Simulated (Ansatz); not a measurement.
Ansatz (an electronic-structure program) input (CCSD(T)/def2-SVPD):

Ansatz 0.2 input:
```yaml
crystal:
  periodic: [false, false, false]
  atoms:
    - {symbol: Pb, position_ang: [-0.00000000, -0.00000000, -1.11148383]}
    - {symbol: I, position_ang: [0.00000000, 0.00000000, 1.71965423]}
basis:
  gaussian:
    orbitals: def2-SVPD
magnetization: {spin_polarized: true, initial_magnetization: 1}
correlation: {method: ccsd_t, electrons: outside_noble_gas}
output: {forces: true}
```

End of the output:

```
integrals: 0.08 GiB planned
863 factors; integrals over basis functions are off by at most 1.4e-4 eV
mean field: 0.30 GiB planned
mean field evaluation 1: about -13293.2874 eV, gradient 7.9e0 eV
mean field evaluation 2: about -13293.3401 eV, gradient 7.9e0 eV
mean field evaluation 4: about -13294.0532 eV, gradient 9.4e-1 eV
mean field evaluation 8: about -13294.0747 eV, gradient 1.3e-1 eV
mean field evaluation 16: about -13293.2874 eV, gradient 7.9e0 eV
mean field evaluation 32: about -13294.0756 eV, gradient 1.4e-5 eV
mean field evaluation 64: about -13294.0755 eV, gradient 2.6e-2 eV
mean field evaluation 96: about -13291.1410 eV, gradient 2.3e-3 eV
mean field evaluation 128: about -13290.9493 eV, gradient 6.2e-1 eV
mean field evaluation 160: about -13291.1505 eV, gradient 1.1e-1 eV
mean field evaluation 192: about -13290.8908 eV, gradient 9.4e0 eV
mean field -13294.07555821 eV, -488.5482657161 hartree, gradient 1.0e-5 eV, S^2 0.760307; 6 other end points of the search recorded, 0 dependent functions left out
determinant -13294.07555821 eV, -488.5482657161 hartree, with singles and doubles -13298.46022015 eV, -488.7093990703 hartree
determinant -13291.85172651 eV, -488.4665414087 hartree, with singles and doubles -13296.38768989 eV, -488.6332349884 hartree
determinant -13291.15086484 eV, -488.4407852171 hartree, with singles and doubles -13295.15711573 eV, -488.5880122219 hartree
determinant -13291.14101032 eV, -488.4404230704 hartree, with singles and doubles -13295.05726472 eV, -488.5843427651 hartree
determinant -13290.93603187 eV, -488.4328902511 hartree, with singles and doubles -13295.70027925 eV, -488.6079731131 hartree
determinant -13294.07555821 eV, -488.5482657161 hartree, with singles and doubles -13298.46745325 eV, -488.7096648819 hartree
determinant -13291.85172651 eV, -488.4665414087 hartree, with singles and doubles -13296.39673187 eV, -488.6335672749 hartree
determinant -13291.15086484 eV, -488.4407852171 hartree, with singles and doubles -13295.16289418 eV, -488.5882245761 hartree
determinant -13291.14101032 eV, -488.4404230704 hartree, with singles and doubles -13295.06559328 eV, -488.5846488340 hartree
determinant -13290.93603187 eV, -488.4328902511 hartree, with singles and doubles -13295.16964687 eV, -488.5884727327 hartree
18 core orbitals not correlated
reference -13294.07555821 eV, -488.5482657161 hartree; 6, 5 occupied and 43, 44 virtual orbitals, 863 factors
densities: 0.27 GiB planned
second order -3.89121180 eV of doubles, -0.00000000 eV of singles
coupled cluster: 0.20 GiB planned
cycle   1  -4.39191343 eV  change   -1.8e-5 eV  update   7.3e-4
cycle   2  -4.39198476 eV  change   -7.1e-5 eV  update   4.7e-4
cycle   3  -4.39190522 eV  change    8.0e-5 eV  update   2.2e-4
cycle   4  -4.39192569 eV  change   -2.0e-5 eV  update   6.1e-5
cycle   5  -4.39196884 eV  change   -4.3e-5 eV  update   1.9e-5
cycle   6  -4.39198707 eV  change   -1.8e-5 eV  update   6.4e-6
cycle   7  -4.39198736 eV  change   -2.9e-7 eV  update   2.7e-6
cycle   8  -4.39198533 eV  change    2.0e-6 eV  update   1.3e-6
cycle   9  -4.39198528 eV  change    4.3e-8 eV  update   4.2e-7
perturbative correction -0.13848437 eV, -0.0050892068 hartree
the calculation of the forces begins
Total energy: -13298.60602786 eV, -488.7147574051 hartree
Atom 0 at    -0.000000    -0.000000    -1.111484 Å, force    -0.000000     0.000000    -0.387099 eV/Å
Atom 1 at     0.000000     0.000000     1.719654 Å, force     0.000000    -0.000000     0.387099 eV/Å
Dipole moment:    -0.000000     0.000000    -0.698641 e Å
```
